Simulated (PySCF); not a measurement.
**A search over the determinants of LiAs⁺**

Unrestricted PBE0; Li 6-31G(d,p), As 6-31G(d,p); no relativity (PySCF 2.14). Outer shells of the fragments: Li+ closed shells only; As 3d10 4s2 4p3.

Followed along the bond (rough minima from three points):

```json
{"2Ms+1": "4", "unpaired": "σ ↑, π ↑↑", "⟨S²⟩ at the start": "3.75", "R at minimum (Å)": "2.79", "Te (eV)": "0.00"}
{"2Ms+1": "2", "unpaired": "σ ↓, π ↑↑", "⟨S²⟩ at the start": "1.76", "R at minimum (Å)": "2.86", "Te (eV)": "0.70"}
{"2Ms+1": "2", "unpaired": "σ ↑, π ↑↓", "⟨S²⟩ at the start": "1.76", "R at minimum (Å)": "2.82", "Te (eV)": "0.74"}
{"2Ms+1": "2", "unpaired": "π ↑", "⟨S²⟩ at the start": "0.75", "R at minimum (Å)": "2.69", "Te (eV)": "1.04"}
```

Solutions found at the starting distance of 2.560 Å, counted from the lowest of them; the search is not exhaustive and high or unbound solutions are not listed, so other states can lie among these:

```
2Ms+1   unpaired   term  E (eV)  ⟨S²⟩  ⟨Lz²⟩  μ (D)
    4  σ ↑, π ↑↑    ⁴Σ⁻    0.00  3.75   0.00  -8.66
    2  σ ↓, π ↑↑  mixed    0.74  1.76   0.00  -8.66
    2  σ ↑, π ↑↓  mixed    0.75  1.76   2.01  -8.62
    2        π ↑     ²Π    1.03  0.75   1.00  -8.21
    2        σ ↑  mixed    1.87  0.75   2.00  -8.48
    2        π ↑     ²Π    2.72  0.75   1.01  -8.70
    4  σ ↑↑, π ↑     ⁴Π    6.16  3.75   1.00   0.99
    4  σ ↑, π ↑↑  mixed    7.30  3.75   2.01   0.98
    4      π ↑↑↑     ⁴Π    7.83  3.75   1.00   0.76
```

A term symbol is given only where ⟨S²⟩ and ⟨Lz²⟩ are close to those of a pure state; real π, δ and φ orbitals otherwise mix terms. A positive dipole points towards As; it is taken about the centre of mass and depends on that origin.

Spin–orbit coupling is left out. Counting both spins, an empty level lies below a filled one in some of these solutions, because spin and occupation are held.
